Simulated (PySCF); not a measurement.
**Magnetisability: SMILES C=C(C(C)=O)C(F)(Cl)Cl, C5H5Cl2FO**

Geometry:
```json
{"atom": "C1", "x (Å)": "-0.815", "y (Å)": "1.854", "z (Å)": "0.138"}
{"atom": "C2", "x (Å)": "-0.377", "y (Å)": "0.608", "z (Å)": "-0.034"}
{"atom": "C3", "x (Å)": "1.060", "y (Å)": "0.311", "z (Å)": "0.320"}
{"atom": "C4", "x (Å)": "1.513", "y (Å)": "-1.115", "z (Å)": "0.363"}
{"atom": "O5", "x (Å)": "1.797", "y (Å)": "1.229", "z (Å)": "0.580"}
{"atom": "C6", "x (Å)": "-1.301", "y (Å)": "-0.439", "z (Å)": "-0.579"}
{"atom": "F7", "x (Å)": "-2.512", "y (Å)": "0.084", "z (Å)": "-0.872"}
{"atom": "Cl8", "x (Å)": "-0.682", "y (Å)": "-1.135", "z (Å)": "-2.110"}
{"atom": "Cl9", "x (Å)": "-1.609", "y (Å)": "-1.753", "z (Å)": "0.596"}
{"atom": "H10", "x (Å)": "-1.821", "y (Å)": "2.163", "z (Å)": "-0.087"}
{"atom": "H11", "x (Å)": "-0.133", "y (Å)": "2.596", "z (Å)": "0.521"}
{"atom": "H12", "x (Å)": "1.317", "y (Å)": "-1.618", "z (Å)": "-0.580"}
{"atom": "H13", "x (Å)": "2.580", "y (Å)": "-1.136", "z (Å)": "0.574"}
{"atom": "H14", "x (Å)": "0.982", "y (Å)": "-1.648", "z (Å)": "1.148"}
```

Computed, not measured: PySCF 2.14.0, GIAO BHandHLYP/pcSseg-1 magnetisability, rotational g tensor and spin-rotation constants, non-relativistic, gas phase. Geometry: GFN2-xTB.

(1) How diamagnetic is it, and how anisotropic?

(2) Split it along the inertial axes a, b, c into diamagnetic and paramagnetic parts about the centre of mass, with the quadrupole moment.

(3) And the rotational g tensor?

## Answers

(1) Isotropic -1382 × 10⁻³⁰ J/T², or -83.2 × 10⁻⁶ cm³/mol; principal values -1695, -1333, -1117 × 10⁻³⁰ J/T², anisotropy 505 × 10⁻³⁰ J/T² (root of half the summed squared differences of the principal values). The susceptibility is in cgs units.

(2) 
| axis | χ (10⁻⁶ cm³/mol) | diamagnetic (10⁻⁶ cm³/mol) | paramagnetic (10⁻⁶ cm³/mol) | summed x² of all electrons (Å²) | quadrupole Θ (D Å) |
| --- | --- | --- | --- | --- | --- |
| a | -67.3 | -868.1 | 800.8 | 212.9 | -15.30 |
| b | -80.4 | -1278.8 | 1198.4 | 116.1 | +12.64 |
| c | -101.9 | -1395.8 | 1293.9 | 88.5 | +2.66 |

Anisotropies 2χaa − χbb − χcc = +47.6 and 2χbb − χaa − χcc = +8.4 × 10⁻⁶ cm³/mol. Θ is traceless in Buckingham's convention.

(3) 
| axis | rotational constant (GHz) | g | nuclear part | electronic part |
| --- | --- | --- | --- | --- |
| a | 1.5038 | -0.0306 | 0.5351 | -0.5657 |
| b | 0.9397 | -0.0206 | 0.5084 | -0.5291 |
| c | 0.8866 | -0.0081 | 0.5309 | -0.5390 |

Asymmetric top; isotopes 12C, 35Cl, 19F, 1H, 16O; no vibrational averaging.
